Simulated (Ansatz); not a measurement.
A nudged elastic band was laid between two geometries of H2O + H3P + HInO (10 atoms, charge 0, multiplicity 1).

These are results of RKS BLYP-D4/def2-SVP (Ansatz), not measurements.

| Property | Result |
| --- | --- |
| movable images | 9 |
| climbing image | yes |
| spring | 5.0 eV/Å² |
| optimiser | quadratic models (default) |
| start path | through a guess of the saddle point |
| force threshold | 0.05 eV/Å |
| iteration limit | 60 |
| end points | relaxed |

Image 0:

```xyz
10
Properties=species:S:1:pos:R:3
In 1.929 1.338 -0.446
H -0.604 1.225 -0.282
O -0.579 1.290 -1.298
O 0.334 1.197 1.022
H -0.633 -1.269 -0.692
P 0.423 -1.834 0.098
H -0.973 2.160 -1.504
H 0.385 0.839 1.927
H 0.030 -3.201 -0.155
H -0.312 -1.746 1.329
```

Image 10:

```xyz
10
Properties=species:S:1:pos:R:3
In 0.571 2.223 0.319
H -0.024 -0.088 -2.527
O -0.821 0.937 -0.641
O 1.017 0.001 1.534
H 0.211 -0.422 -3.184
P 0.158 -1.500 1.274
H -1.504 1.331 -1.220
H 1.932 -0.203 1.812
H -0.727 -0.921 0.294
H -0.814 -1.358 2.339
```

(1) Which bonds break or form, and what moves?

(2) Give the energies along the band, and the barrier.

(3) What is the geometry of the highest image?

Answers

(1) Bonds broken: H2–O3, H5–P6. Bonds formed: In1–O3, H2–H5, O4–P6. H2O + H3P + HInO becomes H2 + H4InO2P.

(2) It converged. The highest image is number 7 of 0 to 10, 167.2 kJ/mol above the first end and 96.7 kJ/mol above the last; the last end lies 70.5 kJ/mol above the first. The profile has 2 maxima (images 1, 7) with wells between them (image 2): this band takes more than one step, which may be the mechanism or a detour left from its start path. A structure lower than the first end lies on the path between it and the top, so the climb from that side starts below the end, which may itself be a saddle point or a shallow side well. Neighbouring images differ by up to 1.4 eV, so the band resolves the path poorly. A vibrational analysis at the climbing image gives one clearly imaginary mode, 1021i cm⁻¹: a first-order saddle point. The orbitals stay closed-shell, which can raise the energy where a bond breaks towards radicals; this wasn't checked here.

```
image  path coordinate (Å)  energy (kJ/mol)  H2–O3 (Å)  H5–P6 (Å)  In1–O3 (Å)
    0                 0.00              0.0       1.02       1.43        2.65
    1                 2.24              5.9       1.01       1.44        2.60
    2                 4.48             -1.4       0.98       1.43        2.58
    3                 6.72              1.1       0.98       1.44        2.61
    4                 8.96              4.9       0.98       1.44        2.58
    5                11.20              8.0       0.98       1.45        2.56
    6                13.44            138.8       0.98       2.11        2.65
    7                15.67            167.2       1.27       2.92        2.40
    8                17.21            110.1       2.15       3.22        2.10
    9                18.74             86.8       2.17       3.76        2.10
   10                20.28             70.5       2.29       4.59        2.12
```

(3) 
```xyz
10
Properties=species:S:1:pos:R:3
In 1.599 1.572 -0.893
H -0.214 0.375 -1.627
O -0.770 1.458 -1.273
O 0.815 0.033 1.164
H 0.546 -0.301 -1.816
P 0.344 -1.588 0.795
H -1.332 1.247 -0.500
H 0.169 0.502 1.732
H -0.997 -1.355 0.304
H -0.160 -1.942 2.113
```

Time of the run: 8.4 min on 2 threads of Intel(R) Xeon(R) 6975P-C (Granite Rapids) (shared host), peak memory 0.17 GiB.
